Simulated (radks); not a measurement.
Problem. Sb XII, configuration [Kr] 4d4 (the NIST ground configuration). Method: scalar-relativistic Kohn-Sham, PBE, spin-unpolarised, spherical densities, point nucleus; computed with a radial shooting solver on a logarithmic mesh with Libxc functionals. Some entries of the table are withheld. Estimate them.

| orbital | occ. | eigenvalue (eV) | <r^2> (bohr^2) |
|---|---|---|---|
| 1s | 2 | -30529.76 | 0.001094 |
| 2s | 2 | -4836.359 | 0.01772 |
| 2p | 6 | -4364.877 | (1) |
| 3s | 2 | -1122.597 | 0.1242 |
| 3p | 6 | -968.8992 | 0.1245 |
| 3d | 10 | -735.2399 | 0.1093 |
| 4s | 2 | (2) | 0.6430 |
| 4p | 6 | -300.6177 | 0.7179 |
| 4d | 4 | -225.7740 | 0.8672 |

Solution. 
(1) 2p <r^2> (bohr^2): 0.01400
(2) 4s eigenvalue (eV): -350.5058
